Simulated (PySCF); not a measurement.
Al(H)2(NMe2) (C2H8AlN), SMILES [AlH2][N](C)C.

The structure is a stationary point at PBE0-D3(BJ)/def2-SVP. The structure was generated by enumeration; whether it is a known compound was not checked.

The numbers are results of PySCF with PBE/def2-TZVP, not measurements.

Gas-phase values at a fixed geometry.

Computed frontier levels, gap, dipole moment and polarisability:
```
Item                                                                                                            Value
---------------------------------------------------------------------------------------------  ----------------------
highest occupied level                                                                                       -5.27 eV
lowest empty level                                                                                           -1.52 eV
orbital gap                                                                                                   3.74 eV
dipole moment                                                                                                  1.10 D
quadrupole, principal values (traceless, Buckingham form, about the centre of nuclear charge)  -2.13, -1.27, 3.41 D·Å
mean static polarisability                                                                       67.2 bohr³ (9.95 Å³)
polarisability, principal values                                                               53.5, 66.0, 82.0 bohr³
```
